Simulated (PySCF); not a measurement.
Sn(H)(Br)(NH2)2 (BrH5N2Sn), SMILES [NH2][SnH]([NH2])[Br].

Geometry: B3LYP-D3(BJ)/def2-SVP. The def2 effective core potentials stand for the cores of Sn; spin–orbit coupling is left out. One conformer was computed; it need not be the lowest.

Two levels are set side by side: PBE/def2-TZVP (PySCF) and CAM-B3LYP/def2-TZVP (PySCF). Same geometry, gas phase. Differences are taken from unrounded values.

| quantity | CAM-B3LYP |
|---|---|
| orbital gap (eV) | 8.78 |
| highest occupied level (eV) | -9.01 |
| lowest empty level (eV) | -0.23 |
| dipole moment (D) | 1.17 |
| mean polarisability (bohr³) | 75.0 |

### Question
What does PBE give, and how far is it from CAM-B3LYP? (An estimate is asked for; the answer gives what the named calculation found.)

### Answer

```tsv
quantity	PBE	PBE minus CAM-B3LYP
orbital gap (eV)	4.18	-4.60
highest occupied level (eV)	-6.25	2.76
lowest empty level (eV)	-2.07	-1.84
dipole moment (D)	1.31	0.14
mean polarisability (bohr³)	79.3	4.3
```

Without exact exchange PBE keeps part of each electron's self-repulsion, which lifts occupied levels and narrows the gap. Loosely held outer electrons make PBE densities more polarisable. Differences between two approximate levels are no errors against the true value.

Rough cost on one machine, each run with all the roots and properties that it gave: CAM-B3LYP against PBE within a factor of 2.
